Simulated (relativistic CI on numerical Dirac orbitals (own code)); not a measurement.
**Ti²⁺ in a cubic cluster: 2p photoemission with charge transfer**

Computed with a charge-transfer multiplet model of a cubic metal-ligand cluster with up to one ligand hole, Slater and spin-orbit integrals from Dirac-Coulomb-Breit ions, Slater integrals scaled by 0.7. The ground state mixes d2 with configurations of k ligand holes L, whose averages lie at kΔ + k(k − 1)U_dd/2; a core hole lowers each added d electron by U_cd. 20 K, Lorentzian 0.6 eV and Gaussian 0.8 eV FWHM.

Atomic integrals in eV (Slater integrals scaled, ζ unscaled), ground: F2dd 5.756, F4dd 3.579, zeta_d 0.013; with the core hole: F2dd 7.186, F4dd 4.510, zeta_d 0.027, zeta_core 3.743, F2cd 3.935, G1cd 2.866, G3cd 1.625.

Cluster parameters (eV): Δ = 7.7, U_dd = 3.9, 10Dq = 0.4, 10Dq(ligand) = 1.2, V(eg) = 1.85, V(t2g) = -0.87, final-state hopping factor = 0.8.

```csv
Case,n_d,d2,d3L,S
U_cd = 3.7 eV,2.17,0.83,0.17,1.00
U_cd = 4.3 eV,2.17,0.83,0.17,1.00
U_cd = 4.9 eV,2.17,0.83,0.17,1.00
U_cd = 6.1 eV,2.17,0.83,0.17,1.00
U_cd = 6.7 eV,2.17,0.83,0.17,1.00
```

Weights, n_d and S are thermal averages at 20 K. Binding energies count from the first peak over 30 % of the highest in each spectrum, which can be another peak from case to case. The parameters are a model scan and need not match a compound or its usual spin state. Peaks in eV (height, largest 100):
- U_cd = 3.7 eV: 0.0 (100), 5.9 (48)
- U_cd = 4.3 eV: 0.0 (100), 5.9 (48)
- U_cd = 4.9 eV: 0.0 (100), 5.9 (47)
- U_cd = 6.1 eV: 0.0 (100), 3.0 (13), 6.0 (49)
- U_cd = 6.7 eV: 0.0 (100), 3.1 (15), 6.1 (52)

For the case U_cd = 4.9 eV, Δ = 7.7 eV is larger than U_dd = 3.9 eV, the Mott-Hubbard side of the Zaanen-Sawatzky-Allen scheme. With the core hole the configuration with one ligand hole lies at Δ − U_cd = 4.0, 3.4, 2.8, 1.6, 1.0 eV from the one without, in the order of the table; where this is negative the screened configuration lies lower, though the effective hopping of about 3.2 eV (from the holes of the mixed ground state) mixes the two strongly wherever it is as large as the gap.

With at most 1 ligand hole the space is cut while the next configuration still counts, so covalency is underestimated, and a final configuration with one more ligand hole, which can lie low, is missing from the spectra.
